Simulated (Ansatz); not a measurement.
Isolated molecules relaxed with PBE0-D4/def2-TZVP in Ansatz; ΔE leaves out vibrations. CCSD(T)/CBS is the MP2 limit (def2-TZVPP, def2-QZVPP) plus CCSD(T) − MP2 in def2-TZVPP, frozen cores. Functionals use def2-TZVPP. B3LYP here is the variant with VWN-RPA as its local correlation; programs differ in this. Each species was taken in one conformer, which may not be the lowest.

Reaction (isomerisation): `C[SiH](Cl)S[SiH2]Cl` → `C[SiH2]S[SiH](Cl)Cl`

| level | ΔE (kJ/mol) | difference from CCSD(T)/CBS |
| --- | --- | --- |
| PBE-D4 | 3.1 | -2.1 |
| r2SCAN-D4 | 4.4 | -0.8 |
| PBE0-D4 | 4.1 | -1.1 |
| ωB97X-V | 4.7 | -0.5 |
| ωB97M-V | 4.1 | -1.1 |
| B2PLYP | 6.1 | 0.9 |
| PBE | 5.1 | -0.1 |
| r2SCAN | 5.0 | -0.2 |
| PBE0 | 6.0 | 0.8 |
| B3LYP | 7.3 | 2.1 |
| HF/def2-TZVPP | 10.5 | 5.3 |
| MP2/def2-TZVPP | 4.2 | -1.0 |
| CCSD(T)/def2-TZVPP | 4.9 | -0.3 |
| HF/def2-QZVPP | 10.7 | 5.5 |
| SCS-MP2/def2-QZVPP | 5.7 | 0.5 |
| MP2/CBS(def2) | 4.6 | -0.6 |
| CCSD(T)/CBS | 5.2 | 0 |

Largest T1 diagnostic among the species: 0.010.

In def2-TZVPP, CCSD(T) changes the Hartree–Fock value by −5.7 kJ/mol (the triples alone add −1.0 kJ/mol) and MP2 by −6.3 kJ/mol. The D4 term adds −3.2 kJ/mol with B3LYP and −1.9 kJ/mol with PBE0; it sums over pairs of atoms, weighted by their polarisabilities, and B3LYP, whose exchange is more repulsive, gets the larger term.
